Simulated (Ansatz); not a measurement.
Start from `[F][Sc]([O][SiH3])[O][SiH3]` and change one atom or group to get `[F][Sc]([Cl])[O][SiH3]`.

Ansatz, PBE0-D4/def2-TZVP geometries, multiplicity 1. Each molecule was computed in one conformer, which needn't be the lowest.

Scalar relativity is left out up to krypton.

```json
{"property": "LUMO energy (ωB97M-V/def2-TZVPP) / eV", "`[F][Sc]([O][SiH3])[O][SiH3]`": "-0.77"}
{"property": "size of the dipole moment (B3LYP/def2-TZVPP) / D", "`[F][Sc]([O][SiH3])[O][SiH3]`": "0.80"}
{"property": "HOMO energy (PBE0/def2-TZVPP) / eV", "`[F][Sc]([O][SiH3])[O][SiH3]`": "-8.64"}
{"property": "HOMO energy (B3LYP/def2-TZVPP) / eV", "`[F][Sc]([O][SiH3])[O][SiH3]`": "-8.44"}
{"property": "LUMO energy (PBE/def2-TZVPP) / eV", "`[F][Sc]([O][SiH3])[O][SiH3]`": "-3.20"}
{"property": "size of the dipole moment (PBE/def2-TZVPP) / D", "`[F][Sc]([O][SiH3])[O][SiH3]`": "0.71"}
```

(1) What does the change do to each property? (An estimate is asked.)

## Answers

(1) Computed: 
```csv
property,`[F][Sc]([Cl])[O][SiH3]`,shift
LUMO energy (ωB97M-V/def2-TZVPP) / eV,-0.98,-0.21
size of the dipole moment (B3LYP/def2-TZVPP) / D,1.50,0.70
HOMO energy (PBE0/def2-TZVPP) / eV,-8.93,-0.29
HOMO energy (B3LYP/def2-TZVPP) / eV,-8.69,-0.25
LUMO energy (PBE/def2-TZVPP) / eV,-3.56,-0.36
size of the dipole moment (PBE/def2-TZVPP) / D,1.48,0.77
```

With PBE0 the HOMO falls by 0.29 eV and the LUMO falls by 0.34 eV, so the gap narrows by about 0.05 eV. PBE moves the HOMO by -0.30 eV and ωB97M-V by -0.27 eV. Dipoles are sizes alone; their direction can turn.

B3LYP here is the variant with VWN-RPA as its local correlation; programs differ in this.
